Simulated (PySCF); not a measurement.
Compound: C₂H₇BrGaN.
Numbering: `[CH2:1]=[CH:2][Ga@@H-:3]([NH3+:4])[Br:5]` (hydrogens: H6, H7 on C1; H8 on C2; H9 on Ga3; H10, H11, H12 on N4)

The calculation used PBE0-D3(BJ)/def2-SVP geometry optimisation, gas phase (PySCF 2.14.0).

List the bond lengths, angles and torsions at this level.

| bond | length (Å) | order |
| --- | --- | --- |
| C1=C2 | 1.339 | double |
| C2–Ga3 | 1.963 | single |
| Ga3–N4 | 2.133 | single |
| Ga3–Br5 | 2.364 | single |
| C1–H6 | 1.097 | single |
| C1–H7 | 1.098 | single |
| C2–H8 | 1.100 | single |
| Ga3–H9 | 1.569 | single |
| N4–H10, N4–H11, N4–H12 | 1.021 | single |

Bonds in one row agree within 0.01 Å and their mean is given. Orders are formal, as drawn. A selection of angles:
| angle | degrees |
| --- | --- |
| C2–C1–H6 | 121.4 |
| C2–C1–H7 | 122.5 |
| H6–C1–H7 | 116.2 |
| C1–C2–Ga3 | 122.7 |
| C1–C2–H8 | 117.3 |
| Ga3–C2–H8 | 119.9 |
| C2–Ga3–N4 | 101.9 |
| C2–Ga3–Br5 | 111.7 |
| C2–Ga3–H9 | 126.5 |
| N4–Ga3–Br5 | 92.6 |
| N4–Ga3–H9 | 102.1 |
| Br5–Ga3–H9 | 114.1 |
| Ga3–N4–H10 | 109.6 |
| Ga3–N4–H11 | 115.7 |
| Ga3–N4–H12 | 107.0 |
| H10–N4–H11 | 108.5 |

Torsions: C1–C2–Ga3–N4 -96° (anticlinal).

Ga3 (gallium bonded to Br, C, N and H) has angles from 92.6° to 126.5°. N4 (nitrogen bonded to Ga and 3 H) is distorted tetrahedral (angles from 107.0° to 115.7°). Of the pairs four or more bonds apart, Br5···H6 is among the closest relative to their van der Waals radii: 3.08 Å, 101 % of the sum of Bondi's values.

Point group: C1 (no symmetry element, even within 0.4 Å). Whether it is a minimum is left open (no frequencies). One conformer, not necessarily the lowest.
